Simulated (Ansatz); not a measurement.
# Relative energy of two structures of BFH3Si2−

We compare I, a singlet given by its coordinates, with II, a singlet given by its coordinates. Both are isolated ions in the gas phase, relaxed with PBE0-D3(BJ)/def2-SVPD.

I (Å):

```xyz
7

B     0.5332   -1.1779   -0.1986
F    -0.8071    0.4939   -2.4300
Si    0.2475    0.5099   -1.1138
Si    0.9191   -2.5607    0.8969
H    -0.3664    1.5772   -0.2443
H     1.4658    1.1560   -1.7279
H     1.4112   -2.0053   -0.7069
```

Close contacts (Å): B1–Si3 1.94, B1–Si4 1.81, F2–Si3 1.69, B1–H7 1.31, Si3–H5 1.51, Si3–H6 1.51, Si4–H7 1.77.

II (Å):

```xyz
7

B     0.1793   -1.2813   -0.1657
F     2.2255   -0.3060   -2.4705
Si    1.3858    0.0320   -1.0312
Si   -0.7917    0.1936   -0.8010
H     2.4490    0.9090   -0.4083
H     0.1693   -2.3602    0.3868
H    -2.1469    0.8210   -1.0615
```

Close contacts (Å): B1–Si3 1.98, B1–Si4 1.88, F2–Si3 1.70, Si3–Si4 2.20, B1–H6 1.21, Si3–H5 1.51, Si4–H7 1.52.

**Question.** Estimate E(II) − E(I) at the level CCSD(T)/def2-SVPD + ΔMP2/def2-TZVPPD.

**Answer.** Calculated at CCSD(T)/def2-SVPD + ΔMP2/def2-TZVPPD: E(II) − E(I) = +2.1 kcal/mol, so structure I lies lower.

Level by level:

```
                               level               geometry  E(II) − E(I) (kcal/mol)  departure from the last row (kcal/mol)  job, with rough time for the two
               PBE0-D3(BJ)/def2-SVPD  PBE0-D3(BJ)/def2-SVPD                      −2.9                                    −5.0                optimisation, 15 s
                        HF/def2-SVPD  PBE0-D3(BJ)/def2-SVPD                      +5.5                                    +3.4           part of the CCSD(T) run
                       MP2/def2-SVPD  PBE0-D3(BJ)/def2-SVPD                      +1.6                                    −0.5           part of the CCSD(T) run
                   CCSD(T)/def2-SVPD  PBE0-D3(BJ)/def2-SVPD                      +3.5                                    +1.4                      single point
CCSD(T)/def2-SVPD + ΔMP2/def2-TZVPPD  PBE0-D3(BJ)/def2-SVPD                      +2.1                                                        single point, 17 s
```

PBE0-D3(BJ)/def2-SVPD puts the two in the other order. The largest departure from CCSD(T)/def2-SVPD + ΔMP2/def2-TZVPPD is that of PBE0-D3(BJ)/def2-SVPD, 5.0 kcal/mol. Levels run at GFN2-xTB geometries aren't shown. The last row adds to CCSD(T) the change of the MP2 difference between the two basis sets, here −1.4 kcal/mol.

With harmonic frequencies from PBE0-D3(BJ)/def2-SVPD (ideal gas, rigid rotor, one conformer each, 400 K, 1 atm): the zero-point term adds −0.1 kcal/mol; ΔH is +1.9 and ΔG +3.2 kcal/mol.

The correlated steps freeze 12 core orbitals. Codes used: Ansatz 0.2.0; the last row on 2 threads of Intel(R) Xeon(R) 6975P-C (Granite Rapids) on a shared host.
